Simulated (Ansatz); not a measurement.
`N[SiH](O)O` + `[NH2][GeH2][SiH2]Cl` → `N[Si](N)(O)O` + `Cl[SiH2][GeH3]`  (redistribution)

Computed with Ansatz on PBE0-D4/def2-TZVP structures; ΔE is electronic, products minus reactants. CCSD(T)/CBS is the MP2 limit (def2-TZVPP, def2-QZVPP) plus CCSD(T) − MP2 in def2-TZVPP, frozen cores. This one scheme is used for every species. DFT in def2-TZVPP. For Ge outer-core shells are correlated without core-valence functions, which leaves a few kJ/mol of doubt a bond. Scalar relativity is left out up to krypton. One conformer a species, not always the lowest.

```json
{"level": "PBE-D4", "ΔE (kJ/mol)": "-78.5"}
{"level": "CCSD(T)/def2-TZVPP", "ΔE (kJ/mol)": "-78.7"}
```

(1) What does CCSD(T)/CBS give? (An estimate is asked.)

Largest T1 diagnostic among the species: 0.011.

Results:

(1) The calculation gave: -81.7 kJ/mol. The listed levels differ from it by 3.2, 3.0 kJ/mol.

In def2-TZVPP, CCSD(T) changes the Hartree–Fock value by +4.8 kJ/mol (the triples alone add +1.6 kJ/mol) and MP2 by +5.3 kJ/mol. From PBE to PBE0 (25 % exact exchange), in def2-TZVPP and without D4, ΔE moves by −5.3 kJ/mol.
